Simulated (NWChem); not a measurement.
The numbers come from NWChem runs, not from measurements. System: Sb, charge 0, spin multiplicity 4. Its SCF solution wasn't tested for a lower state. Level: UBP86/def2-TZVP with def2 effective core potentials on Sb.

The NWChem input:

```
start mol
memory heap 200 mb stack 900 mb global 1100 mb
geometry units angstroms nocenter noautoz
  Sb     0.000000     0.000000     0.000000
  symmetry group D2h
end
basis spherical
  * library def2-tzvp
end
ecp
  Sb library def2-ecp
end
dft
  xc becke88 perdew86
  odft
  mult 4
  semidirect memsize 60000000 filesize 0
  iterations 100
end
task dft energy
```

NWChem printed:

```
             Northwest Computational Chemistry Package (NWChem) 7.3.0
             --------------------------------------------------------

                                NWChem Input Module
                                -------------------

 Scaling coordinates for geometry "geometry" by  1.889725989
 (inverse scale =  0.529177249)

                             Geometry "geometry" -> ""
                             -------------------------

 Output coordinates in angstroms (scale by  1.889725989 to convert to a.u.)

  No.       Tag          Charge          X              Y              Z
 ---- ---------------- ---------- -------------- -------------- --------------
    1 Sb                  51.0000     0.00000000     0.00000000     0.00000000

 Effective nuclear repulsion energy (a.u.)       0.0000000000

            Nuclear Dipole moment (a.u.)
            ----------------------------
        X                 Y               Z
 ---------------- ---------------- ----------------
     0.0000000000     0.0000000000     0.0000000000

      Symmetry information
      --------------------

 Group name             D2h
 Group number             26
 Group order               8
 No. of unique centers     1

      Symmetry unique atoms

     1


 Summary of "ao basis" -> "" (spherical)
 ------------------------------------------------------------------------------
       Tag                 Description            Shells   Functions and Types
 ---------------- ------------------------------  ------  ---------------------
 *                         def2-tzvp                  on all atoms

 Summary of "ao basis" -> "ao basis" (spherical)
 ------------------------------------------------------------------------------
       Tag                 Description            Shells   Functions and Types
 ---------------- ------------------------------  ------  ---------------------
 Sb                        def2-tzvp                16       50   6s5p3d2f

 Summary of "ao basis" -> "ao basis" (spherical)
 ------------------------------------------------------------------------------
       Tag                 Description            Shells   Functions and Types
 ---------------- ------------------------------  ------  ---------------------
 Sb                        def2-tzvp                16       50   6s5p3d2f

      Symmetry analysis of basis
      --------------------------

        ag         12
        au          2
        b1g         3
        b1u         9
        b2g         3
        b2u         9
        b3g         3
        b3u         9

            General Information
            -------------------
          SCF calculation type: DFT
          Wavefunction type:  spin polarized.
          No. of atoms     :     1
          No. of electrons :    23
           Alpha electrons :    13
            Beta electrons :    10
          Charge           :     0
          Spin multiplicity:     4
          Use of symmetry is: on ; symmetry adaption is: on
          Maximum number of iterations: 100
          AO basis - number of functions:    50
                     number of shells:    16
          Convergence on energy requested:  1.00D-06
          Convergence on density requested:  1.00D-05
          Convergence on gradient requested:  5.00D-04

              XC Information
              --------------
                    Becke 1988 Exchange Functional  1.000
                Perdew 1981 Correlation Functional  1.000 local
                Perdew 1986 Correlation Functional  1.000 non-local

             Grid Information
             ----------------
          Grid used for XC integration:  medium
          Radial quadrature: Mura-Knowles
          Angular quadrature: Lebedev.
          Tag              B.-S. Rad. Rad. Pts. Rad. Cut. Ang. Pts.
          ---              ---------- --------- --------- ---------
          Sb                  1.45      123           7.0       590
          Grid pruning is: on
          Number of quadrature shells:   123
          Spatial weights used:  Erf1

          Convergence Information
          -----------------------
          Convergence aids based upon iterative change in
          total energy or number of iterations.
          Levelshifting, if invoked, occurs when the
          HOMO/LUMO gap drops below (HL_TOL):  1.00D-02
          DIIS, if invoked, will attempt to extrapolate
          using up to (NFOCK): 10 stored Fock matrices.

                    Damping( 0%)  Levelshifting(0.5)       DIIS
                  --------------- ------------------- ---------------
          dE  on:    start            ASAP                start
          dE off:    2 iters        100 iters           100 iters

      Screening Tolerance Information
      -------------------------------
          Density screening/tol_rho:  1.00D-10
          AO Gaussian exp screening on grid/accAOfunc:  14
          CD Gaussian exp screening on grid/accCDfunc:  20
          XC Gaussian exp screening on grid/accXCfunc:  20
          Schwarz screening/accCoul:  1.00D-08

      Superposition of Atomic Density Guess
      -------------------------------------

 Sum of atomic energies:        -277.63364853

      Non-variational initial energy
      ------------------------------

 Total energy =    -238.993014
 1-e energy   =    -419.425538
 2-e energy   =     180.432524
 HOMO         =      -0.150051
 LUMO         =      -0.150051

 !!!!!!!!!!!!!!!!!!!!!!!!!!!!!!!!!!!!!!!!!!!!!!!!!!!!!!!!!!!!!!!!!!!!!!
 Warning - the HOMO and LUMO are degenerate and you are using symmetry.
 This can lead to non-variational energies and poor convergence.
[...]
 !! scf_movecs_sym_adapt:   35 vectors were symmetry contaminated

  Symmetry fudging

 !! scf_movecs_sym_adapt:   28 vectors were symmetry contaminated

 !! scf_movecs_sym_adapt:   34 vectors were symmetry contaminated

  Symmetry fudging

 !! scf_movecs_sym_adapt:   30 vectors were symmetry contaminated

 d= 0,ls=0.0,diis     2   -240.3334639016 -1.82D-02  3.84D-03  3.65D-03     1.1
                                                     3.58D-03  1.12D-03

 !! scf_movecs_sym_adapt:   35 vectors were symmetry contaminated

  Symmetry fudging

 !! scf_movecs_sym_adapt:   28 vectors were symmetry contaminated

 !! scf_movecs_sym_adapt:   35 vectors were symmetry contaminated

  Symmetry fudging

 !! scf_movecs_sym_adapt:   35 vectors were symmetry contaminated

 d= 0,ls=0.0,diis     3   -240.3353591179 -1.90D-03  8.59D-04  1.46D-03     1.2
                                                     7.84D-04  1.18D-03

 !! scf_movecs_sym_adapt:   32 vectors were symmetry contaminated

  Symmetry fudging

 !! scf_movecs_sym_adapt:   22 vectors were symmetry contaminated

 !! scf_movecs_sym_adapt:   35 vectors were symmetry contaminated

  Symmetry fudging

 !! scf_movecs_sym_adapt:   32 vectors were symmetry contaminated

 d= 0,ls=0.0,diis     4   -240.3358102897 -4.51D-04  1.13D-04  9.31D-06     1.3
                                                     9.95D-05  5.67D-06

 !! scf_movecs_sym_adapt:   34 vectors were symmetry contaminated

  Symmetry fudging

 !! scf_movecs_sym_adapt:   34 vectors were symmetry contaminated

 !! scf_movecs_sym_adapt:   35 vectors were symmetry contaminated

  Symmetry fudging

 !! scf_movecs_sym_adapt:   34 vectors were symmetry contaminated

 d= 0,ls=0.0,diis     5   -240.3358139625 -3.67D-06  1.45D-06  6.00D-09     1.4
                                                     1.59D-07  4.15D-10

 !! scf_movecs_sym_adapt:   34 vectors were symmetry contaminated

  Symmetry fudging

 !! scf_movecs_sym_adapt:   28 vectors were symmetry contaminated

 !! scf_movecs_sym_adapt:   36 vectors were symmetry contaminated

  Symmetry fudging

 !! scf_movecs_sym_adapt:   34 vectors were symmetry contaminated

 d= 0,ls=0.0,diis     6   -240.3358139634 -8.90D-10  6.14D-08  1.43D-12     1.5
                                                     1.46D-07  7.80D-12

         Total DFT energy =     -240.335813963435
      One electron energy =     -419.677201234884
           Coulomb energy =      198.820433519382
    Exchange-Corr. energy =      -19.479046247934
 Nuclear repulsion energy =        0.000000000000

 Numeric. integr. density =       23.000000045596

     Total iterative time =      0.9s

                  Occupations of the irreducible representations
                  ----------------------------------------------

                     irrep           alpha         beta
                     --------     --------     --------
                     ag                4.0          4.0
                     au                0.0          0.0
                     b1g               1.0          1.0
                     b1u               2.0          1.0
                     b2g               1.0          1.0
                     b2u               2.0          1.0
                     b3g               1.0          1.0
                     b3u               2.0          1.0

                    DFT Final Alpha Molecular Orbital Analysis
                    ------------------------------------------

 Vector   11  Occ=1.000000D+00  E=-2.027223D-01  Symmetry=b3u
              MO Center= -3.1D-21,  1.9D-32,  2.1D-32, r^2= 2.7D+00
   Bfn.  Coefficient  Atom+Function         Bfn.  Coefficient  Atom+Function
  ----- ------------  ---------------      ----- ------------  ---------------
    16      0.544686  1 Sb px                10     -0.402012  1 Sb px
    13      0.366777  1 Sb px                19      0.266469  1 Sb px
     7     -0.063819  1 Sb px

 Vector   12  Occ=1.000000D+00  E=-2.027223D-01  Symmetry=b2u
              MO Center=  1.1D-33, -3.8D-21,  8.4D-34, r^2= 2.7D+00
   Bfn.  Coefficient  Atom+Function         Bfn.  Coefficient  Atom+Function
  ----- ------------  ---------------      ----- ------------  ---------------
    17      0.544686  1 Sb py                11     -0.402012  1 Sb py
    14      0.366777  1 Sb py                20      0.266469  1 Sb py
     8     -0.063819  1 Sb py

 Vector   13  Occ=1.000000D+00  E=-2.027223D-01  Symmetry=b1u
              MO Center= -3.4D-33, -6.9D-34, -8.0D-21, r^2= 2.7D+00
   Bfn.  Coefficient  Atom+Function         Bfn.  Coefficient  Atom+Function
  ----- ------------  ---------------      ----- ------------  ---------------
    18      0.544686  1 Sb pz                12     -0.402012  1 Sb pz
    15      0.366776  1 Sb pz                21      0.266469  1 Sb pz
     9     -0.063819  1 Sb pz

 Vector   14  Occ=0.000000D+00  E= 1.011027D-01  Symmetry=b2u
              MO Center= -5.2D-32, -1.0D-21,  1.3D-32, r^2= 8.3D+00
   Bfn.  Coefficient  Atom+Function         Bfn.  Coefficient  Atom+Function
  ----- ------------  ---------------      ----- ------------  ---------------
    20      1.568284  1 Sb py                17     -1.245275  1 Sb py
    11      0.249683  1 Sb py                14     -0.114413  1 Sb py
     8      0.039186  1 Sb py

 Vector   15  Occ=0.000000D+00  E= 1.011027D-01  Symmetry=b3u
              MO Center= -4.3D-21, -2.8D-32,  4.9D-32, r^2= 8.3D+00
   Bfn.  Coefficient  Atom+Function         Bfn.  Coefficient  Atom+Function
  ----- ------------  ---------------      ----- ------------  ---------------
    19      1.568284  1 Sb px                16     -1.245275  1 Sb px
    10      0.249683  1 Sb px                13     -0.114413  1 Sb px
     7      0.039186  1 Sb px

 Vector   16  Occ=0.000000D+00  E= 1.011027D-01  Symmetry=b1u
              MO Center= -4.1D-17, -4.8D-17,  7.4D-17, r^2= 8.3D+00
   Bfn.  Coefficient  Atom+Function         Bfn.  Coefficient  Atom+Function
  ----- ------------  ---------------      ----- ------------  ---------------
    21      1.568284  1 Sb pz                18     -1.245275  1 Sb pz
    12      0.249683  1 Sb pz                15     -0.114413  1 Sb pz
     9      0.039186  1 Sb pz

                     DFT Final Beta Molecular Orbital Analysis
                     -----------------------------------------

 Vector    8  Occ=1.000000D+00  E=-1.209944D+00  Symmetry=b2g
              MO Center=  7.2D-33, -5.7D-33,  5.7D-33, r^2= 3.5D-01
   Bfn.  Coefficient  Atom+Function         Bfn.  Coefficient  Atom+Function
  ----- ------------  ---------------      ----- ------------  ---------------
    25      0.906535  1 Sb d  1              30      0.157550  1 Sb d  1

 Vector    9  Occ=1.000000D+00  E=-1.209944D+00  Symmetry=b3g
              MO Center= -1.8D-33,  5.1D-34, -1.6D-33, r^2= 3.5D-01
   Bfn.  Coefficient  Atom+Function         Bfn.  Coefficient  Atom+Function
  ----- ------------  ---------------      ----- ------------  ---------------
    23      0.906535  1 Sb d -1              28      0.157550  1 Sb d -1

 Vector   10  Occ=1.000000D+00  E=-4.360159D-01  Symmetry=ag
              MO Center= -1.9D-34, -1.8D-34,  6.7D-35, r^2= 1.6D+00
   Bfn.  Coefficient  Atom+Function         Bfn.  Coefficient  Atom+Function
  ----- ------------  ---------------      ----- ------------  ---------------
     5      0.833554  1 Sb s                  3     -0.575877  1 Sb s
     2      0.515330  1 Sb s                  6      0.421922  1 Sb s
     4     -0.334775  1 Sb s                  1     -0.255018  1 Sb s

 Vector   11  Occ=0.000000D+00  E=-1.373798D-01  Symmetry=b1u
              MO Center= -4.6D-34, -6.8D-33,  7.4D-28, r^2= 2.9D+00
   Bfn.  Coefficient  Atom+Function         Bfn.  Coefficient  Atom+Function
  ----- ------------  ---------------      ----- ------------  ---------------
    18      0.439262  1 Sb pz                12     -0.395164  1 Sb pz
    15      0.389213  1 Sb pz                21      0.368671  1 Sb pz
     9     -0.062523  1 Sb pz

 Vector   12  Occ=0.000000D+00  E=-1.373798D-01  Symmetry=b2u
              MO Center=  1.5D-32,  2.2D-28,  9.9D-34, r^2= 2.9D+00
   Bfn.  Coefficient  Atom+Function         Bfn.  Coefficient  Atom+Function
  ----- ------------  ---------------      ----- ------------  ---------------
    17      0.439262  1 Sb py                11     -0.395164  1 Sb py
    14      0.389213  1 Sb py                20      0.368671  1 Sb py
     8     -0.062523  1 Sb py

 Vector   13  Occ=0.000000D+00  E=-1.373798D-01  Symmetry=b3u
              MO Center=  2.0D-28,  7.2D-33, -1.7D-32, r^2= 2.9D+00
   Bfn.  Coefficient  Atom+Function         Bfn.  Coefficient  Atom+Function
  ----- ------------  ---------------      ----- ------------  ---------------
    16      0.439262  1 Sb px                10     -0.395164  1 Sb px
    13      0.389213  1 Sb px                19      0.368671  1 Sb px
     7     -0.062523  1 Sb px

   alpha - beta orbital overlaps
   -----------------------------

   alpha      1      2      3      4      5      6      7      8      9     10
    beta      1      2      3      4      5      6      7      8      9     10
 overlap   1.000  1.000  1.000  1.000  1.000  1.000  1.000  1.000  1.000  1.000

   alpha     11     12     13     14     15     16     17     18     19     20
    beta     13     12     11     14     15     16     17     18     20     19
 overlap   0.998  0.998  0.998  0.998  0.998  0.998  1.000  1.000  1.000  1.000

   alpha     21     22     23     24     25     26     27     28     29     30
    beta     21     22     23     24     25     26     27     29     28     30
 overlap   1.000  1.000  1.000  1.000  1.000  1.000  1.000  1.000  1.000  1.000

   alpha     31     32     33     34     35     36     37     38     39     40
    beta     31     32     33     34     36     37     35     39     38     40
 overlap   1.000  1.000  1.000  1.000  1.000  1.000  1.000  1.000  1.000  1.000

   alpha     41     42     43     44     45     46     47     48     49     50
    beta     42     41     44     43     45     46     47     48     49     50
 overlap   1.000  1.000  1.000  1.000  1.000  1.000  1.000  1.000  1.000  1.000

     --------------------------
     Expectation value of S2:
     --------------------------
      <S2> =      3.7506 (Exact =     3.7500)

 Task  times  cpu:        1.5s     wall:        1.5s

 Total times  cpu:        1.5s     wall:        1.5s
```
